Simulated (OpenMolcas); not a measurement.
An OpenMolcas run meant for B⁺ (ANO-L-VDZP, non-relativistic; inactive shells 1s; intended active space 2 electrons in 8 orbitals (2s 2p 3s 3p)). One step of its input:

```
&CASPT2
Multistate=3 1 2 3
Frozen=0 0
IPEA=-0.1
Imaginary=0.1
MaxIter=60
WThr=0.0 0.3 0.05
PrWF=0.5
NoMix
```

The run finished. Its levels beside those of a sound run (SS-CASPT2, IPEA 0.25 Eh, imaginary shift 0.1 Eh (closed shells correlated: 1s)), in cm⁻¹ above each run's lowest level:

```tsv
Level	This run	Usual run
2s² ¹S₀	0.0	0.0
2s 2p ³P°₀	38122	38164
2s 2p ³P°₁	38128	38170
2s 2p ³P°₂	38140	38182
2s 2p ¹P°₁	77948	78231
2p² ³P₀	101423	101472
2p² ³P₁	101429	101478
2p² ³P₂	101441	101490
2p² ¹D₂	107304	107788
```

Task: Which setting is unsound, and how much does it matter here?

Result: The IPEA shift is negative. Against the sound run the excited levels shown move by 130 cm-1 on average and by 480 cm-1 at most.

Active for correlation alone: 3p 3s; no level in the range computed is led by a configuration that fills them, so any true level of that kind is missing. Levels of configurations outside the active space are missing.

° marks odd parity.
